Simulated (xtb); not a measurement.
C4H8OSi, SMILES C1C(C[SiH]1C)=O. All values are semi-empirical tight-binding results from xtb (GFN2-xTB unless named), good for trends rather than for accurate numbers. The structure is a stationary point at GFN2-xTB. The structure was generated by enumeration, and PubChem lists no compound with its InChIKey, so it may never have been made.

Optimised geometry:

Bonded distances (Å): C1–Si2 1.894, C1–H7 1.086, C1–H8 1.085, C1–H9 1.085, Si2–C3 1.916, Si2–C6 1.916, Si2–H10 1.465, C3–C4 1.516, C3–H11 1.087, C3–H12 1.089, C4–O5 1.199, C4–C6 1.516, C6–H13 1.089, C6–H14 1.087. Bond angles (°): Si2–C1–H7 111.8, Si2–C1–H8 110.8, Si2–C1–H9 110.8, H7–C1–H8 107.8, H7–C1–H9 107.8, H8–C1–H9 107.5, C1–Si2–C3 117.4, C1–Si2–C6 117.4, C1–Si2–H10 113.1, C3–Si2–C6 76.1, C3–Si2–H10 114.0, C6–Si2–H10 114.0, Si2–C3–C4 89.6, Si2–C3–H11 121.6, Si2–C3–H12 114.7, C4–C3–H11 112.9, C4–C3–H12 110.2, H11–C3–H12 106.8, C3–C4–O5 128.7, C3–C4–C6 102.3, O5–C4–C6 128.7, Si2–C6–C4 89.6, Si2–C6–H13 114.7, Si2–C6–H14 121.6, C4–C6–H13 110.2, C4–C6–H14 112.9, H13–C6–H14 106.8.

The point group as xtb finds it comes out as Cs. The orbital gap is 3.99 eV and the dipole moment comes out as 4.22 D. The zero-point energy is 67.0 kcal/mol and the G − E(el) at 298.15 K (modified RRHO) is 47.0 kcal/mol. The static polarisability (D4 model) comes out as 74.2 bohr³ and the solvation energy, GFN2-xTB/ALPB(water) is -4.2 kcal/mol. The solvation energy, GFN2-xTB/ALPB(ch2cl2) comes out as -7.5 kcal/mol.

Computed atomic charges and the Wiberg bond orders between heavy atoms:
charges (e) C1 -0.21, Si2 0.48, C3 -0.20, C4 0.23, O5 -0.36, C6 -0.20, H7 0.05, H8 0.04, H9 0.04, H10 -0.06, H11 0.04, H12 0.05, H13 0.05, H14 0.04. Bond orders C1–Si2 0.91, Si2–C3 0.86, C3–C4 1.01, C4–O5 1.87, Si2–C6 0.86, C4–C6 1.01.
